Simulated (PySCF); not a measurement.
# Multinuclear NMR of C₂H₈N₂OSi

Cartesian coordinates in Å; atom numbers follow the order of the lines, from 1:
```xyz
14

N     1.308    1.363   -0.016
Si    0.778    0.252    1.207
C    -0.001   -1.190    0.234
C    -1.360   -0.825   -0.294
N    -1.334    0.094   -1.297
O    -2.394   -1.310    0.108
H     1.972    1.031   -0.700
H     1.588    2.284    0.284
H     1.836   -0.294    2.070
H    -0.198    1.002    1.991
H     0.641   -1.469   -0.601
H    -0.111   -2.059    0.880
H    -0.510    0.655   -1.434
H    -2.215    0.465   -1.613
```

Level of theory: geometry from GFN2-xTB, shieldings: GIAO PBE0/pcSseg-1, in PySCF 2.14 (non-relativistic, one conformer, averaged over atoms made equivalent by symmetry, fast rotation or ring inversion, no solvent).

Task: What are the ²⁹Si shifts?

Result: 
```json
{"atoms": "Si2", "environment": "silicon bonded to C, N, 2 H", "σ (ppm)": "378.5", "δ (ppm)": "-31.1"}
```

Shieldings were converted by a linear fit to measured shifts: ²⁹Si (scatter 8.9 ppm rms, 25.8 ppm with the 6 outliers that the fit left out vs TMS, solution or neat liquid). A few per cent of atoms miss by over 2 rms, more outside the fitted compound classes.

On a 300 MHz spectrometer ²⁹Si resonates near 59.6 MHz, so 1 ppm is 59.6 Hz.

Task: What are the ¹⁵N shifts?

Result: 
```csv
atoms,environment,σ (ppm),δ (ppm)
N5,amide-type nitrogen,148.7,-285.1
N1,"nitrogen bonded to Si, 2 H",255.7,-383.6
```

Shieldings were converted by a linear fit to measured shifts: ¹⁵N: δ = -148.07 − 0.921σ (rms 6.3 ppm, 71 shifts vs CH3NO2, solution or neat liquid). A few per cent of atoms miss by over 2 rms, more outside the fitted compound classes.

On a 400 MHz spectrometer ¹⁵N resonates near 40.5 MHz, so 1 ppm is 40.5 Hz.

Task: Predict the ¹⁷O NMR data.

Result: 
```tsv
atoms	environment	σ (ppm)	δ (ppm)
O6	amide-type carbonyl oxygen	-102.1	359.7
```

Shieldings were converted by a linear fit to measured shifts: ¹⁷O (scatter 10.7 ppm rms, 12.2 ppm with the 3 outliers that the fit left out vs liquid water, solution or neat liquid). A few per cent of atoms miss by over 2 rms, more outside the fitted compound classes.

On a 400 MHz spectrometer ¹⁷O resonates near 54.2 MHz, so 1 ppm is 54.2 Hz.

Hydrogen bonding in solution shields acid and N–H amide carbonyl oxygens by tens of ppm.
